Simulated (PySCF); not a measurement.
Calcium: highly charged ions in a basis for the neutral atom

Ca¹⁵⁺ [He] 2s2 2p1, Ca¹⁶⁺ [He] 2s2. Computed with PySCF 2.14 in Sapporo-DKH3-DZP-2012 (6s5p1d, 26 functions), with the spin-free X2C one-electron Hamiltonian (Gaussian nucleus). No spin-orbit coupling, so a gap to NIST mixes the basis error with missing relativistic terms.

Changed run: basis of the neutral atom used for a highly charged ion. This setting is unsound on purpose.

| species | method | sound run (hartree) | changed run (hartree) | converged |
| --- | --- | --- | --- | --- |
| Ca¹⁵⁺ | UHF | not run | -507.02670 | yes |
| Ca¹⁵⁺ | TPSS | not run | -507.29041 | yes |
| Ca¹⁵⁺ | LDA | not run | -505.44334 | yes |
| Ca¹⁶⁺ | UHF | not run | -471.30355 | yes |
| Ca¹⁶⁺ | TPSS | not run | -471.50203 | yes |
| Ca¹⁶⁺ | LDA | not run | -469.75332 | yes |

Ionisation energy of Ca¹⁵⁺:

```json
{"method": "UHF", "changed run (eV)": "972.08", "NIST (eV)": "973.7 ± 0.3"}
{"method": "TPSS", "changed run (eV)": "973.85", "NIST (eV)": "973.7 ± 0.3"}
{"method": "LDA", "changed run (eV)": "971.18", "NIST (eV)": "973.7 ± 0.3"}
```

The contracted functions were made for the neutral atom and can be too rigid for a highly charged ion.
